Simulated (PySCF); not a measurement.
ReO₂Br₃, SMILES [O]=[Re](=[O])([Br])([Br])[Br], multiplicity 1. Atoms are numbered in the order given.

```xyz
6

Re     0.0000     0.0000    -0.4825
O      0.0000    -1.3999    -1.4328
O      0.0000     1.3999    -1.4328
Br     0.0000     0.0000     2.0276
Br     2.4698     0.0000    -0.1693
Br    -2.4698     0.0000    -0.1693
```

Geometry: B3LYP-D3(BJ)/def2-SVP. The multiplicity is an assumed one; other spin states were not compared. The def2 effective core potentials stand for the cores of Re; spin–orbit coupling is left out.

These are PySCF with PBE/def2-TZVP values and carry that method's errors.

Symmetry labels are those of the subgroup C2v that the program uses (full group C2v).

**Question.** List the valence orbital energies around the gap with their symmetry. (An estimate is asked for; the answer gives what the named calculation found.)

**Answer.** 
| orbital | symmetry | energy (eV) |
|---|---|---|
| HOMO−7 | B2 | -9.39 |
| HOMO−6 | A1 | -9.27 |
| HOMO−5 | B2 | -8.26 |
| HOMO−4 | B1 | -8.15 |
| HOMO−3 | A2 | -7.78 |
| HOMO−2 | A1 | -7.75 |
| HOMO−1 | B2 | -7.65 |
| HOMO | B1 | -6.90 |
| LUMO | B1 | -5.85 |
| LUMO+1 | A2 | -5.19 |
| LUMO+2 | A1 | -3.81 |
| LUMO+3 | A1 | -2.98 |
